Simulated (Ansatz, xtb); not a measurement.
**C4H6BF: which of two isomers lies lower**

We compare I, `B/C=C(\F)C=C`, a singlet, with II, `B/C=C/C(=C)F`, a singlet. Both are isolated molecules in the gas phase, relaxed with PBE0-D3(BJ)/def2-SVP; the shapes shown needn't be the lowest conformers.

I (Å):

```xyz
12

C     1.3109   -0.1988    1.1263
C     0.6566    0.0393   -0.0374
C    -0.7629   -0.1671   -0.2733
C    -1.3604    0.0852   -1.4454
B     2.8087    0.0313    1.3366
F     1.3094    0.5029   -1.0953
H     3.3117   -0.2084    2.4099
H     3.5011    0.4517    0.4409
H     0.6704   -0.5790    1.9282
H    -1.3315   -0.5490    0.5787
H    -2.4306   -0.0835   -1.5816
H    -0.7910    0.4670   -2.2962
```

II (Å):

```tsv
atom	x (Å)	y (Å)	z (Å)
C	1.0072	-0.3295	1.2640
C	0.6430	0.1557	0.0520
C	-0.2115	-0.5335	-0.8957
C	-0.5742	-0.0580	-2.0938
B	1.9194	0.4838	2.1962
F	-0.6450	-1.7305	-0.4983
H	2.2533	0.0665	3.2807
H	2.3122	1.5708	1.8321
H	0.6216	-1.3176	1.5388
H	1.0002	1.1389	-0.2727
H	-1.2221	-0.6379	-2.7527
H	-0.2203	0.9201	-2.4189
```

Quicker runs give these differences E(II) − E(I): GFN2-xTB +1.11 kcal/mol; HF/STO-3G +3.32 kcal/mol (at GFN2-xTB geometries); r2SCAN-D4/def2-SVP +3.02 kcal/mol (at GFN2-xTB geometries).

Estimate E(II) − E(I) at the level CCSD(T)/def2-SVP + ΔMP2/def2-TZVPP.

Too close to call at this level: CCSD(T)/def2-SVP + ΔMP2/def2-TZVPP gives E(II) − E(I) = +1.49 kcal/mol.

Level by level:

```csv
level,geometry,E(II) − E(I) (kcal/mol),departure from the last row (kcal/mol),"job, with rough time for the two"
GFN2-xTB,GFN2-xTB,+1.11,−0.38,"optimisation, 0.4 s"
HF/STO-3G,GFN2-xTB,+3.32,+1.83,"single point, 1 s"
r2SCAN-D4/def2-SVP,GFN2-xTB,+3.02,+1.54,"single point, 8.4 s"
PBE0-D3(BJ)/def2-SVP,PBE0-D3(BJ)/def2-SVP,+2.54,+1.05,"optimisation, 82 s"
HF/def2-SVP,PBE0-D3(BJ)/def2-SVP,+2.29,+0.80,part of the CCSD(T) run
MP2/def2-SVP,PBE0-D3(BJ)/def2-SVP,+2.42,+0.94,part of the CCSD(T) run
CCSD(T)/def2-SVP,PBE0-D3(BJ)/def2-SVP,+2.17,+0.68,single point
CCSD(T)/def2-SVP + ΔMP2/def2-TZVPP,PBE0-D3(BJ)/def2-SVP,+1.49,,"single point, 1.8 min"
```

As drawn, both hold the same kinds of bond in the same numbers.

The largest departure from CCSD(T)/def2-SVP + ΔMP2/def2-TZVPP is that of HF/STO-3G, 1.83 kcal/mol. The last row adds to CCSD(T) the change of the MP2 difference between the two basis sets, here −0.68 kcal/mol.

With thermal terms from frequencies at re-optimised GFN2-xTB minima (ideal gas, soft modes damped towards free rotors, one conformer each, 298.15 K, 1 atm): the zero-point term adds −0.15 kcal/mol; ΔH is +1.35 and ΔG +1.26 kcal/mol.

The correlated steps freeze 6 core orbitals. Codes used: Ansatz 0.2.0, xtb 6.7.1; the last row on 2 threads of AMD EPYC (Zen 3) on a shared host.
